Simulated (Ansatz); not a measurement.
Consider the cleavage of the Si–Ge bond: `O[SiH2][GeH2][F]` + `N[SiH2][SiH3]` → `O[SiH2]N[SiH2][SiH3]` + `[F][GeH3]`.

Program: Ansatz. Geometries: PBE0-D4/def2-TZVP. ΔE: electronic, gas phase. CCSD(T)/CBS is the MP2 limit (def2-TZVPP, def2-QZVPP) plus CCSD(T) − MP2 in def2-TZVPP, frozen cores. This one scheme is used for every species. DFT in def2-TZVPP. B3LYP here is the variant with VWN-RPA as its local correlation; programs differ in this. For Ge outer-core shells are correlated without core-valence functions, which leaves a few kJ/mol of doubt a bond. Scalar relativity is left out up to krypton. One conformer a species, not always the lowest.

```tsv
level	ΔE (kJ/mol)	difference from CCSD(T)/CBS
r2SCAN-D4	-66.2	7.0
B3LYP-D4	-68.4	4.8
ωB97X-V	-70.3	2.9
PBE0	-58.4	14.8
MP2/def2-TZVPP	-82.1	-8.9
CCSD(T)/def2-TZVPP	-76.5	-3.3
HF/def2-QZVPP	-84.3	-11.1
MP2/def2-QZVPP	-80.9	-7.7
SCS-MP2/def2-QZVPP	-81.2	-8.0
HF/CBS(def2)	-84.6	-11.4
CCSD(T)/CBS	-73.2	0
```

Largest T1 diagnostic among the species: 0.012.

From PBE to PBE0 (25 % exact exchange), in def2-TZVPP and without D4, ΔE moves by −8.5 kJ/mol. The D4 term adds −7.3 kJ/mol with B3LYP and −4.3 kJ/mol with PBE0; it sums over pairs of atoms, weighted by their polarisabilities, and B3LYP, whose exchange is more repulsive, gets the larger term.
